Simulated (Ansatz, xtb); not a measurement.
C4H5Cl2F: which of two isomers lies lower

Structure I is `C=C(Cl)C[C@H](F)Cl`, a singlet and structure II is `C[C@](F)(Cl)/C=C/Cl`, a singlet. Both are isolated molecules in the gas phase, relaxed with B3LYP/def2-SVP; each stands in its lowest conformer found.

I (Å):

```yaml
atoms:
  - { symbol: C, position_ang: [2.4210, 0.7852, 0.7150] }
  - { symbol: C, position_ang: [1.5888, -0.2050, 0.3909] }
  - { symbol: C, position_ang: [1.9638, -1.4801, -0.3076] }
  - { symbol: C, position_ang: [1.3135, -1.6853, -1.6716] }
  - { symbol: Cl, position_ang: [-0.1245, -0.0880, 0.7929] }
  - { symbol: Cl, position_ang: [1.8849, -0.4626, -2.8651] }
  - { symbol: F, position_ang: [1.6280, -2.9300, -2.1249] }
  - { symbol: H, position_ang: [3.4798, 0.7102, 0.4563] }
  - { symbol: H, position_ang: [2.0749, 1.6802, 1.2342] }
  - { symbol: H, position_ang: [1.6578, -2.3428, 0.3096] }
  - { symbol: H, position_ang: [3.0555, -1.5269, -0.4364] }
  - { symbol: H, position_ang: [0.2195, -1.5874, -1.6312] }
```

II (Å):

```yaml
atoms:
  - { symbol: C, position_ang: [-1.3261, 1.1192, -1.4063] }
  - { symbol: C, position_ang: [-0.5319, 0.2915, -0.4122] }
  - { symbol: C, position_ang: [0.4952, -0.6066, -1.0369] }
  - { symbol: C, position_ang: [0.4976, -1.9278, -0.8511] }
  - { symbol: Cl, position_ang: [0.3448, 1.4340, 0.7313] }
  - { symbol: Cl, position_ang: [1.6679, -2.9848, -1.5726] }
  - { symbol: F, position_ang: [-1.4042, -0.4419, 0.3461] }
  - { symbol: H, position_ang: [-2.0265, 1.7718, -0.8666] }
  - { symbol: H, position_ang: [-0.6569, 1.7391, -2.0183] }
  - { symbol: H, position_ang: [-1.8920, 0.4414, -2.0642] }
  - { symbol: H, position_ang: [1.2478, -0.1198, -1.6619] }
  - { symbol: H, position_ang: [-0.2371, -2.4382, -0.2262] }
```

Estimate which is lower in electronic energy at CCSD(T)/def2-SVP + ΔMP2/def2-TZVPP, and by roughly how much.

Too close to call at this level: CCSD(T)/def2-SVP + ΔMP2/def2-TZVPP gives E(II) − E(I) = −0.70 kcal/mol.

The same difference at several levels:

```
                             level        geometry  E(II) − E(I) (kcal/mol)  departure from the last row (kcal/mol)  job, with rough time for the two
                          GFN2-xTB        GFN2-xTB                     −2.02                                   −1.32              optimisation, 0.17 s
                         HF/STO-3G        GFN2-xTB                     −1.65                                   −0.95              single point, 0.38 s
                r2SCAN-D4/def2-SVP        GFN2-xTB                     −2.28                                   −1.58               single point, 4.1 s
                    B3LYP/def2-SVP  B3LYP/def2-SVP                     −2.05                                   −1.35                optimisation, 37 s
                       HF/def2-SVP  B3LYP/def2-SVP                     −0.87                                   −0.17           part of the CCSD(T) run
                      MP2/def2-SVP  B3LYP/def2-SVP                     −1.89                                   −1.19           part of the CCSD(T) run
                  CCSD(T)/def2-SVP  B3LYP/def2-SVP                     −1.85                                   −1.15                      single point
CCSD(T)/def2-SVP + ΔMP2/def2-TZVPP  B3LYP/def2-SVP                     −0.70                                                        single point, 51 s
```

As drawn, both hold the same kinds of bond in the same numbers. Structure I has 0 methyl groups, II 1.

The largest departure from CCSD(T)/def2-SVP + ΔMP2/def2-TZVPP is that of r2SCAN-D4/def2-SVP, 1.58 kcal/mol. The last row adds to CCSD(T) the change of the MP2 difference between the two basis sets, here +1.15 kcal/mol.

With thermal terms from frequencies at re-optimised GFN2-xTB minima (ideal gas, soft modes damped towards free rotors, one conformer each, 298.15 K, 1 atm): the zero-point term adds −0.40 kcal/mol; ΔH is −0.85 and ΔG −1.20 kcal/mol.

The correlated steps freeze 15 core orbitals. Run with Ansatz 0.2.0, xtb 6.7.1; the last row on 4 threads of Arm Neoverse V1 on a shared host.
